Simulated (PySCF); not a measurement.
SMILES F[SiH2]N[Si](Cl)(Cl)Cl, singlet at its PBE0/def2-SVP optimised geometry (Å):

```
10

Si     0.9358    -1.4690     0.0000
F      0.4581    -2.2227     1.3550
N      0.4281     0.1931     0.0000
Si    -1.0590     0.8991    -0.4638
Cl    -0.8994     1.9761    -2.1998
Cl    -2.4202    -0.5984    -0.7536
Cl    -1.7219     2.1860     0.9835
H      0.3341    -2.1860    -1.1463
H      2.4202    -1.4690     0.0000
H      1.0986     0.8477     0.4000
```

Method: PBE0/def2-TZVP run with PySCF. Cells within 0.4 Å of a nucleus heavier than hydrogen are left out (blank, or x).

Map of the Laplacian of the electron density (e/bohr⁵), clipped to [-1.50, 1.50] on the plane z = 0.8 Å:

```
|22222222222222222222222222222|
|22222222222222222222222222222|
|22222223333222222222222222222|
|22222233333332222222222222222|
|22222333333333222222222222222|
|22223333112333222222222222222|
|22223330990333322222222222222|
|22223332xx9233322222222222222|
|22223330xx7233322222222222222|
|22223332001333333332222222222|
|22223333333333333333222222222|
|22222333333333333333322222222|
|22222333333333333333322222222|
|22222333333333344333322222222|
|22222333333333334333322222222|
|22223333333333333333332222222|
|22223333333333333333333222222|
|22222333332233333333333322222|
|22222333322233333333333322222|
|22222222222233344433333322222|
|22222222222233565433333322222|
|22222222222333676533333222222|
|22222222222233577433332222222|
|22222222222233344333222222222|
|22222222222223333332222222222|
|22222222222222333322222222222|
|22222222222222222222222222222|
|22222222222222222222222222222|
|22222222222222222222222222222|
```
Scale: ten equal steps from -0.626 (start of '0') to 1.50 (end of '9'), in the order '0123456789'; x runs from -4.50 to 4.50, y from -4.50 (bottom) to 4.50 (top).
